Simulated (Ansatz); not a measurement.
Job for Ansatz (a program for electronic structure): R-RI-MP2/def2-QZVPP on GeH4S (SMILES [SH][GeH3]), a point of a torsion scan. Files ending in .json are basis or fitting sets from the Basis Set Exchange. The run froze 19 orbitals, filled d shells among them.

Ansatz 0.2 input:
```yaml
crystal:
  periodic: [false, false, false]
  atoms:
    - {symbol: S, position_ang: [1.48572887, -0.84234218, -0.09065090]}
    - {symbol: Ge, position_ang: [-0.54030913, -0.00300784, 0.00450661]}
    - {symbol: H, position_ang: [2.08906373, 0.33284495, 0.03462808]}
    - {symbol: H, position_ang: [-0.95233544, 0.57774210, -1.31772396]}
    - {symbol: H, position_ang: [-0.60739953, 1.06571520, 1.05421229]}
    - {symbol: H, position_ang: [-1.46805110, -1.11910817, 0.35686747]}
basis:
  gaussian:
    orbitals: def2-QZVPP.json
    fitting: {mean_field: def2-universal-JKFIT, correlation: def2-QZVPP-RIFIT.json}
magnetization: {spin_polarized: false}
correlation: {method: mp2, electrons: outside_noble_gas}
scf: {lower_state_search: off}
```

It printed:

```
WARN ansatz: RAYON_NUM_THREADS=1 ignored (pool sized by the plan → 1); use --threads N
Functional definition: HF
these checks for a lower state are left out or cut short: stability, starts, cluster_reference, orbital_swaps, neighbouring_geometries, increment
integrals: 0.32 GiB planned
466 factors; integrals over basis functions are off by at most 2.4e0 eV
mean field: 0.53 GiB planned
mean field evaluation 1: about -67355.6444 eV, gradient 1.5e1 eV
mean field evaluation 2: about -67356.4598 eV, gradient 6.8e0 eV
mean field evaluation 4: about -67356.5749 eV, gradient 8.2e-1 eV
mean field -67356.57716282 eV, -2475.3085548058 hartree, gradient 2.0e-6 eV, S^2 0.000000; 0 other end points of the search recorded, 0 dependent functions left out
19 core orbitals not correlated
689 factors; their error is unknown
reference -67356.57716282 eV, -2475.3085548058 hartree; 7, 7 occupied and 253, 253 virtual orbitals, 689 factors
second order -9.00438475 eV of doubles, -0.00000000 eV of singles
Total energy: -67365.58154757 eV, -2475.6394598418 hartree
Checks for a lower state left out: stability, starts, cluster_reference, orbital_swaps, neighbouring_geometries, increment
```

Self-consistency was reached.

Cost: roughly 2.4 core-seconds.
